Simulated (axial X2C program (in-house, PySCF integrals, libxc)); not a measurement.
**Spin–orbit effects along a row: molecules with Br, MP2**

Calculated with an axial X2C code built on PySCF integrals, spin-free (one-electron X2C) or two-component (2c: spin–orbit coupling with atomic mean-field Coulomb and Gaunt terms, which also bring small scalar terms), in Dyall basis sets with cores contracted in-house; open shells are unrestricted.

Basis sets: Br dyall-cv3z, Br dyall-v3z, I dyall-cv3z, In dyall-cv3z, Mo dyall-v3z, Sn dyall-cv3z, Sr dyall-cv3z. Frozen shells (counts by l): SrBr Sr 4s3p1d, Br 3s2p1d, 9 electrons correlated; MoBr Mo 3s2p1d, Br 3s2p1d, 21 electrons correlated; InBr In 4s3p1d, Br 3s2p1d, 20 electrons correlated; SnBr Sn 4s3p1d, Br 3s2p1d, 21 electrons correlated; IBr I 4s3p2d, Br 3s2p1d, 14 electrons correlated. Where the outer core of a metal is frozen, bonds come out longer and ionisation energies lower. Frozen cores can differ along the series, which adds to the trend.

```tsv
molecule	spin-free state	Re (Å)	ωe (cm⁻¹)	De (eV)	2c state	Re 2c (Å)	ωe 2c (cm⁻¹)	De 2c (eV)
SrBr	M_S = 1/2, Λ = 0	2.804	206.9	3.91	Ω = 1/2	2.804	206.7	3.77
MoBr	M_S = 5/2, Λ = 0	2.424	274.6	3.29	Ω = 5/2	2.425	274.1	3.14
InBr	M_S = 0, Λ = 0	2.550	222.1	4.16	Ω = 0	2.551	221.9	3.89
SnBr	M_S = 1/2, Λ = 1	2.507	248.0	3.40	Ω = 1/2	2.510	246.5	n/a
IBr	M_S = 0, Λ = 0	2.468	283.1	2.08	Ω = 0	2.477	276.5	1.70
```

Each entry is the lowest single determinant of a limited PBE0 search at one distance. De goes to single-determinant-based atoms at the same level (for ions the charge split of lowest energy) and is withheld (n/a) where an atom does not fit its ground term or J level. Main or longest-lived isotopes. One determinant is a doubtful description, or other states lie close, for MoBr; these need not be ground states, and all values refer to the states named. With several unpaired electrons the Ω given is that of one determinant, not necessarily of the lowest component.
